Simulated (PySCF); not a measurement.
## Radial density of Tb⁺ (terbium, charge +1)

revPBE, [Xe] 4f9 6s1, one real determinant. Computed with PySCF 2.14 in x2c-TZVPPall, with scalar relativity by spin-free X2C-1e.

| r (bohr) | 4πr²ρ (e/bohr) | 4πr²(ρα − ρβ) |
| --- | --- | --- |
| 0.0256 | 76.72 | 0.0027 |
| 0.0431 | 93.02 | 0.0081 |
| 0.0725 | 114.1 | 0.0057 |
| 0.122 | 86.33 | 0.0778 |
| 0.205 | 99.42 | 0.8832 |
| 0.345 | 44.05 | 3.7827 |
| 0.580 | 49.20 | 5.9298 |
| 0.976 | 16.69 | 3.4429 |
| 1.64 | 7.003 | 0.7770 |
| 2.76 | 1.028 | 0.3456 |
| 4.65 | 0.2103 | 0.2059 |
| 7.81 | 0.007247 | 0.0072 |

Densities and radii are taken from the X2C orbitals without a picture-change correction, which distorts them close to the nucleus.

⟨L²⟩ = 24.01 against 30 for a pure H term, so this real determinant mixes terms. Spin-orbit coupling, absent here, splits the open shell strongly.
